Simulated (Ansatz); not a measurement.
An elementary step

Start structure (BSiH6Br, closed shell), relaxed at PBE0-D4/def2-TZVP:

```
9
angstrom
B -0.7148 -0.1571 -0.8533
Br 0.2556 0.3074 -2.5096
H -1.9067 -0.0848 -0.8633
H -0.3521 -1.2116 -0.3653
H -0.5261 0.8363 -0.0321
Si 0.5927 0.0922 0.8992
H 1.7950 -0.5634 0.3546
H -0.1181 -0.6550 1.9570
H 0.9747 1.4360 1.4128
```

The step: BSiH₆Br ([Br][BH2]1[H][SiH3]1) → BSiH₆Br ([SiH3][BH2][BrH]); bonds formed: Br2–H5; dative contacts that become bonds: B1–Si6; bonds broken: B1–H5, H5–Si6; bonds weakened to dative contacts: B1–Br2. Computed with Ansatz 0.2.0 (basis: def2-TZVPP and def2-QZVPP); correlated methods freeze the cores. Filled d shells of the heavier atoms are correlated. The def2 sets are not built for correlating such inner shells, so the correlated values are less sure here. Extrapolation: Hartree–Fock as exp(−7.88 √X), correlation as X^−2.97. Energies below are by CCSD(T) at an estimated basis limit (MP2 extrapolated from triple and quadruple zeta, plus CCSD(T) − MP2 in triple zeta).

(1) What are the electronic barrier and the energy of the step, from the start structure to the end structure? (An estimate is asked for; the value comes from the calculation.)

The T1 diagnostic stays at or below 0.011.

Answers

(1) By the calculation: Barrier 29.72 kcal/mol; step energy 22.31 kcal/mol (uphill); reverse barrier, their difference, 7.40 kcal/mol. Barrier and step energy count from the start structure, the reverse barrier from the end structure.

The saddle point: One imaginary mode of 346i cm⁻¹.
```csv
pair,start (Å),saddle (Å),end (Å)
B1–Si6,2.20,2.04,2.01
Br2–H5,2.65,1.46,1.43
B1–Br2,1.97,2.63,2.31
B1–H5,1.30,1.87,2.90
H5–Si6,1.63,2.32,3.19
```

Zero-point energy (harmonic, PBE0-D4): ZPE is 35.98 kcal/mol at the start and 32.01 kcal/mol at the saddle, so the barrier goes from 29.72 to 25.75 kcal/mol.

Labels in which every atom is bracketed show which atoms are joined, not bond orders.

For scale, one of the runs: CCSD(T)/def2-TZVPP, 205 basis functions, launched by `ansatz run in.yaml --threads 3 --pin off --events-out ev --progress --plain --max-ram 6092MiB`. The run took 30 s on 3 CPU threads of an Intel Xeon (shared host), with 2.8 GiB of host memory at its peak.
